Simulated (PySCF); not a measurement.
MH₄ across group 14

Level: PBE0, basis family def2-TZVP, scalar-relativistic core potentials from Rb on and no relativity for lighter atoms.

Each entry is the lowest minimum that a search over a few typed start shapes (and spin states, where more than one is plausible) found, or that minimum re-optimised at the stated level; isomers with ligand–ligand bonds, or fragments after loss of a ligand pair, can lie lower. Open shells are unrestricted; no spin–orbit coupling; PySCF with density fitting.

Problem. Order by mean bond length to the first atom of the formula (for M2X and M3X the non-metal), shortest first (Å).
A. SnH₄
B. SiH₄
C. PbH₄
D. GeH₄
E. CH₄

Solution. E (1.090), B (1.485), D (1.534), A (1.704), C (1.750).

Problem. Give point groups and multiplicities.

Solution. CH₄ Td singlet, SiH₄ Td singlet, GeH₄ Td singlet, SnH₄ Td singlet, PbH₄ Td singlet.

The bond lengthens at every step; the largest change, 0.395 Å, falls between CH₄ and SiH₄ among the members listed.

Spin–orbit coupling can matter for PbH₄.

Left out of the table are members whose search was unfinished or whose lowest solution was spin-contaminated, unstable, very soft or bonded differently.
